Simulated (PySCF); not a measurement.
[C4H12GaO4]-: core ionisation energies

Compound: C4H12GaO4 (charge -1).
Atom-mapped SMILES: `[CH3:1][O:2][Ga-:3]([O:4][CH3:5])([O:6][CH3:7])[O:8][CH3:9]`

Method: PySCF, delta-SCF UKS SCAN, pcX-2 on the ionised atom, pcseg-1 elsewhere, spin-free X2C. Vertical ΔSCF values, vacuum level as zero.

Q: Give the core binding energies atom by atom.

A: 
| atom(s) | environment | level | binding energy (eV) | count |
| --- | --- | --- | --- | --- |
| O2/O4/O6/O8 | oxygen bonded to C and Ga | O 1s | 532.23 | 4 |
| C1/C5/C7/C9 | methoxy carbon | C 1s | 287.72 | 4 |

Q: Which effective nuclear charge Zeff reproduces each element's mean 1s value in the hydrogen-like formula E = 13.606 eV × Zeff²?

A: C (Z = 6): mean 287.7 eV, Zeff = 4.60, Z − Zeff = 1.40; O (Z = 8): mean 532.2 eV, Zeff = 6.25, Z − Zeff = 1.75. Means run over the listed sites, weighted by atom count.

Q: What is the longest wavelength that can ionise C 1s of C1/C5/C7/C9 vertically?

A: λ = hc/E = 12398.42 eV Å / 287.72 eV = 43.092 Å.

Topologically equivalent atoms share the value of their first member; where this conformer doesn't relate them by symmetry, their own values could differ. No level of gallium is listed. The species carries charge -1, so core ionisation leaves a neutral species. The basis sets have no added diffuse functions. The structure is a single PBE0-D3(BJ)/def2-SVP conformer in the gas phase; no vibrational or solvent corrections. The geometry's basis has no diffuse functions, a weakness for an anion.

The values belong to the conformer `[CH3:1][O:2][Ga-:3]([O:4][CH3:5])([O:6][CH3:7])[O:8][CH3:9]`: C1–O2–Ga3–O4 -159°, O2–Ga3–O4–C5 32°, O2–Ga3–O6–C7 85°, O2–Ga3–O8–C9 158°.
